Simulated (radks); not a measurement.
Valence configurations of Pb+. All-electron calculation, scalar-relativistic Kohn-Sham, BLYP, spin-polarised, spherical densities, point nucleus; open shells are filled with parallel spins first (spin-orbit coupling, left out, can overturn this in heavy ions). Program: a radial shooting solver on a logarithmic mesh with Libxc functionals. Energies are relative to [Hg] 6p1; eigenvalues in eV for spin up.

| valence | E (eV) | moment (Bohr magnetons) | e(4f) | e(5d) | e(6p) | e(6s) |
|---|---|---|---|---|---|---|
| [Hg] 6p1 | 0.000 | 1 | -140.36 | -28.651 | -10.098 | -19.388 |
| [Xe] 4f14 5d10 6s1 6p2 | 8.454 | 3 | -142.06 | -30.372 | -11.211 | -20.892 |
| [Xe] 4f14 5d9.5 6s1.5 6p2 | 13.899 | 3 | -144.28 | -31.971 | -11.454 | -21.417 |
| [Xe] 4f14 5d10 6p3 | 18.251 | 3 | -143.81 | -31.921 | -11.973 | - |
| [Xe] 4f14 5d9 6s2 6p2 | 19.695 | 3 | -146.55 | -33.586 | -11.694 | -21.938 |
| [Xe] 4f14 5d8 6s2 6p3 | 41.878 | 5 | -152.74 | -38.411 | -13.159 | -24.306 |
| [Xe] 4f13 5d10 6s2 6p2 | 138.81 | 3 | -160.59 | -35.076 | -11.766 | -22.102 |
| [Xe] 4f13 5d10 6p4 | 160.19 | 3 | -164.08 | -38.269 | -13.216 | - |
| [Xe] 4f13 5d9 6s2 6p3 | 163.06 | 5 | -166.94 | -40.050 | -13.258 | -24.520 |
| [Xe] 4f12 5d10 6s2 6p3 | 295.13 | 5 | -181.47 | -41.678 | -13.349 | -24.716 |

NIST lists [Hg] 6p1 as the ground configuration; this level of theory agrees among the configurations tried. The energies are those of spherical high-spin densities, not of single terms.
